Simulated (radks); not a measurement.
Spherical jellium clusters: N electrons in a uniform positive sphere of charge N and radius rs N^(1/3), rs = 2 bohr. Method: non-relativistic Kohn-Sham, LDA (Slater exchange, Perdew-Wang correlation), spin-polarised, spherical densities; computed with a radial shooting solver with Libxc functionals. Levels are named by radial order and angular momentum (1s, 1p, 1d, 2s, ...), and open shells are averaged over m.

N = 3, configuration 1s2 1p(up 1, down 0). This is the lowest configuration that the search found. Occupied and some empty levels:

| level | occupation | eigenvalue (eV) | <r> (bohr) |
|---|---|---|---|
| 1s up | 1 | -7.7455 | 2.481 |
| 1s down | 1 | -7.2527 | 2.457 |
| 1p up | 1 | -2.4114 | 4.081 |
| 1p down | 0 | -1.8790 | 4.242 |
| 2s up | 0 | -0.69017 | 7.862 |
| 2s down | 0 | -0.50179 | 8.601 |

Energy (eV): total 0.609625, kinetic 13.368, external -85.997, Hartree 37.540, exchange-correlation -15.244, background 50.942.
